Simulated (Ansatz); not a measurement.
Consider the formal loss of a carbene: `CB(F)C=O` → `O=CBF` + `[CH2]` (triplet).

Isolated molecules relaxed with PBE0-D4/def2-TZVP in Ansatz; ΔE leaves out vibrations. CCSD(T)/CBS is the MP2 limit (def2-TZVPP, def2-QZVPP) plus CCSD(T) − MP2 in def2-TZVPP, frozen cores. This one scheme is used for every species. Functionals use def2-TZVPP. HSE06 is defined as in plane-wave codes. Triplets are unrestricted, without spin–orbit coupling. Each species was taken in one conformer, which may not be the lowest.

```
          level  ΔE (kJ/mol)  difference from CCSD(T)/CBS
         B97M-V        499.9                         11.3
     r2SCANh-D4        472.2                        -16.4
     r2SCAN0-D4        469.1                        -19.5
        ωB97M-V        494.9                          6.3
         B2PLYP        480.5                         -8.1
         revPBE        468.3                        -20.3
           BLYP        471.2                        -17.4
         r2SCAN        473.0                        -15.6
           PBE0        486.5                         -2.1
        r2SCAN0        467.5                        -21.1
          HSE06        487.2                         -1.4
  CCSD/def2-SVP        462.7                        -25.9
  HF/def2-TZVPP        338.6                       -150.0
 MP2/def2-TZVPP        489.8                          1.2
CCSD/def2-TZVPP        466.0                        -22.6
 MP2/def2-QZVPP        496.4                          7.8
    CCSD(T)/CBS        488.6                            0
```

Largest T1 diagnostic among the species: 0.015.

Leaving LDA and LC-ωPBE aside and taking each functional with its dispersion term where it has one, the values, not all of them listed here, spread over 31.4 kJ/mol, from r2SCAN0-D4 to ωB97X-V. LDA lies +76.8 kJ/mol from PBE without D4. In def2-TZVPP, CCSD(T) changes the Hartree–Fock value by +138.4 kJ/mol (the triples alone add +11.0 kJ/mol) and MP2 by +151.2 kJ/mol.
